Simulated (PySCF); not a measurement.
## Where the electron goes

Species: C2H5BO3.
Atom-mapped SMILES: `[OH:1][B:2]1[O:3][CH2:4][CH2:5][O:6]1` (hydrogens: H7 on O1; H8, H9 on C4; H10, H11 on C5)

Structure used (PBE0-D3(BJ)/def2-SVP), in Å, numbered top down from 1:
```
atom  x, y, z in Å
O1     2.435   -0.109   -0.491
B2     1.136   -0.072   -0.122
O3     0.649    0.713    0.893
C4    -0.744    0.488    0.986
C5    -1.056   -0.566   -0.104
O6     0.178   -0.828   -0.736
H7     2.972    0.476    0.051
H8    -1.285    1.435    0.819
H9    -0.996    0.133    1.999
H10   -1.782   -0.194   -0.846
H11   -1.462   -1.498    0.322
```

The calculation used TDDFT CAM-B3LYP/def2-SVPD, vertical, gas phase, core orbitals frozen in the response in PySCF 2.14.0, density-fitted response routines.

Frontier orbitals with the atoms that hold most of them (Löwdin shares over 4%, at most four atoms; ? is withheld):

```json
{"orbital": "HOMO-3", "ε (eV)": "-11.63", "atoms": "O3 47%, O6 36%, B2 8%, C5 4%"}
{"orbital": "HOMO-2", "ε (eV)": "-11.17", "atoms": "O6 26%, C4 23%, C5 22%, O3 13%"}
{"orbital": "HOMO-1", "ε (eV)": "-10.61", "atoms": "?"}
{"orbital": "HOMO", "ε (eV)": "-9.54", "atoms": "O6 31%, O3 27%, C5 10%, C4 9%"}
{"orbital": "LUMO", "ε (eV)": "0.61", "atoms": "?"}
{"orbital": "LUMO+1", "ε (eV)": "1.47", "atoms": "C5 15%, C4 14%, H10 10%, H11 10%"}
{"orbital": "LUMO+2", "ε (eV)": "2.05", "atoms": "O3 16%, O6 16%, H8 12%, H9 12%"}
```

Problem. Which atoms hold the LUMO, and with what shares?

Solution. B2 (bonded to 3 O) 51%; O1 (bonded to B and H) 11%; H7 (bonded to O) 8%; O3 (bonded to B and C) 8%. By element: boron 51%, oxygen 19% or more, hydrogen 8% or more.

Problem. Give the leading atoms of the HOMO-1.

Solution. O1 (bonded to B and H) 39%; O3 (bonded to B and C) 19%; O6 (bonded to B and C) 16%; B2 (bonded to 3 O) 6%. By element: oxygen 75%, boron 6%.

Problem. How does S1 compare with the orbital gap of 10.15 eV?

Solution. S1 is at 7.12 eV (f = 0.0000), 3.03 eV below the gap, made of HOMO→LUMO (86%). Without the coupling terms of the response equations the lowest excitation would equal the gap.

Problem. One configuration dominates each of S1, S2, S3 and S6. Which, and how do the shares of the two leading atoms of either orbital change from the occupied to the empty one?

Solution. 
- S1 (7.12 eV, f 0.0000), HOMO→LUMO (86%): O6 31% → at most 8%, O3 27% → 8%, B2 at most 9% → 51%, O1 at most 9% → 11%
- S2 (7.96 eV, f 0.0087), HOMO-1→LUMO (74%): O1 39% → 11%, O3 19% → 8%, B2 6% → 51%
- S3 (8.05 eV, f 0.0020), HOMO→LUMO+1 (73%): O6 31% → at most 10%, O3 27% → at most 10%, C5 10% → 15%, C4 9% → 14%
- S6 (8.75 eV, f 0.023), HOMO-2→LUMO (80%): O6 26% → at most 8%, C4 23% → at most 8%, B2 at most 13% → 51%, O1 at most 13% → 11%

Löwdin shares depend on the basis, the more so with diffuse functions.

One conformer stands for the species.
